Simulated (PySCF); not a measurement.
Structure problem from calculated spectra and properties.

Formula: C7H4ClFO.

| Property | Result |
| --- | --- |
| 13C NMR | chemical shifts (computed TMS as zero) by class: 182.8 (1 C), 171.0 (1 C), 152.5 (1 C), 151.6 (1 C), 148.9 (1 C), 136.7 (1 C), 122.1 (1 C) ppm [GIAO PBE0/pcSseg-1] |
| Dipole | 3.33 D [PBE0/pcSseg-1] |
| 1H NMR | chemical shifts (computed TMS as zero) by class: 7.62 (1 H), 7.10 (1 H), 7.08 (1 H), 6.95 (1 H) ppm [GIAO PBE0/pcSseg-1] |
| Rotational structure | rotational constants A, B, C: 1.753, 0.948, 0.615 GHz [GFN2-xTB] |
| NMR, other nuclei | isotropic shieldings of nuclei other than C and H, by class: -277 (1 O), 248 (1 F), 684 (1 Cl) ppm [GIAO PBE0/pcSseg-1] |

Gas-phase values; electronic properties from PySCF, density fitting. Levels stand in brackets. Isolated species at its GFN2-xTB geometry, gas phase. NMR values are class means; diastereotopic atoms form classes of their own.

Question: What is the compound? Reason from the data.

Answer: Numbering: `[O:1]=[c:2]1[cH:3][cH:4][cH:5][c:6]([F:7])[c:8]([Cl:9])[cH:10]1`. Its formula, C7H4ClFO, gives 5 degrees of unsaturation: 1 ring and 4 π bonds in the structure found (Kekulé form). 7 carbons fall into 7 classes; from least to most shielded: ring carbonyl carbon [C2] (182.8 ppm), unsaturated ring carbon [C6] (171.0 ppm), unsaturated ring CH carbon [C10] (152.5 ppm), unsaturated ring CH carbon [C3] (151.6 ppm), unsaturated ring carbon [C8] (148.9 ppm), unsaturated ring CH carbon [C4] (136.7 ppm), unsaturated ring CH carbon [C5] (122.1 ppm). Hydrogen classes from least to most shielded: 1 H on an unsaturated ring CH carbon, C10 (7.62 ppm), 1 H on an unsaturated ring CH carbon, C3 (7.10 ppm), 1 H on an unsaturated ring CH carbon, C4 (7.08 ppm), 1 H on an unsaturated ring CH carbon, C5 (6.95 ppm). The other shieldings belong to: -277 ppm, carbonyl oxygen [O1]; 248 ppm, fluorine bonded to C [F7]; 684 ppm, chlorine bonded to C [Cl9]. The optimised geometry has point group Cs and is an asymmetric top. Structure: `O=C1C=CC=C(F)C(Cl)=C1`. Computed isomers that give other values at the same levels: `O=C(Cl)c1ccc(F)cc1` (13C chemical shifts (computed TMS as zero) by class: 178.1 (1 C), 175.2 (1 C), 142.4 (2 C), 132.3 (1 C), 121.8 (2 C) ppm); `O=C(Cl)c1ccccc1F` (13C chemical shifts (computed TMS as zero) by class: 173.9 (1 C), 173.4 (1 C), 143.8 (1 C), 140.8 (1 C), 129.4 (1 C), 124.5 (1 C), 124.2 (1 C) ppm); `O=C(Cl)c1cccc(F)c1` (13C chemical shifts (computed TMS as zero) by class: 176.1 (1 C), 172.6 (1 C), 138.7 (1 C), 135.8 (1 C), 133.0 (1 C), 129.4 (1 C), 127.9 (1 C) ppm). The assignments are read from this structure; whether some other isomer fits the data as well wasn't checked.
